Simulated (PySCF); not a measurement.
# How methods differ on the excitation energy of Ti²⁺

Ti²⁺ [Ar] 3d2 (3F) → Ti²⁺ [Ar] 3d1 4p1 (high-spin determinant), as a difference of total energies. Computed with PySCF 2.14 in x2c-TZVPPall with one added diffuse shell each of s, p, d, f type (7s6p5d3f1g, 80 functions), with scalar relativity by spin-free X2C-1e. Correlated levels: valence and next inner shell: [Ne] frozen. The calculations carry no spin-orbit coupling.

```tsv
method	excitation energy (cm⁻¹)
UHF	74052
MP2 (valence and next inner shell)	74952
SCS-MP2 (valence and next inner shell)	74889
CCSD (valence and next inner shell)	74606
CCSD(T) (valence and next inner shell)	74513
```

The determinant of the upper state mixes LS terms, which raises its energy above the lowest term, most at the Hartree-Fock and MP2 levels.
